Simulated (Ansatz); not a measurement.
`C[CH2][In]([F])[F]`. Charge 0, multiplicity 1. In: def2 effective core potential. Geometry: relaxed with PBE0-D4/def2-TZVP. It is one conformer, not always the lowest.

```xyz
10

C     0.327   -0.296    1.338
C    -0.647   -0.355    0.173
In    0.073    0.572   -1.614
F     1.819    1.415   -1.810
F    -0.822    0.758   -3.330
H     1.270   -0.798    1.112
H    -0.104   -0.788    2.215
H     0.567    0.730    1.623
H    -1.592    0.143    0.401
H    -0.891   -1.382   -0.108
```

(1) What is the dipole moment at r2SCAN/def2-TZVPP? (Best estimate.)

(2) And with PBE, B3LYP, ωB97M-V? (Estimate.)

(3) Give the Mulliken charges with r2SCAN, PBE, B3LYP in def2-TZVPP. (Best estimate.)

Results:

(1) The calculation gave: 4.97 D, with components (-1.65, -2.15, 4.17) D in this frame, pointing from negative to positive charge.

(2) The calculation gave: PBE 4.87 D, B3LYP 5.06 D, ωB97M-V 4.91 D.

(3) Ansatz gave: 
| atom | r2SCAN | PBE | B3LYP |
| --- | --- | --- | --- |
| C1 | -0.12 | -0.24 | -0.24 |
| C2 | -0.25 | -0.30 | -0.32 |
| In3 | 0.99 | 0.89 | 1.02 |
| F4 | -0.49 | -0.44 | -0.49 |
| F5 | -0.48 | -0.43 | -0.48 |
| H6 | 0.06 | 0.10 | 0.09 |
| H7 | 0.05 | 0.09 | 0.09 |
| H8 | 0.06 | 0.10 | 0.09 |
| H9 | 0.09 | 0.12 | 0.12 |
| H10 | 0.09 | 0.12 | 0.12 |

B3LYP here is the variant with VWN-RPA as its local correlation; programs differ in this.
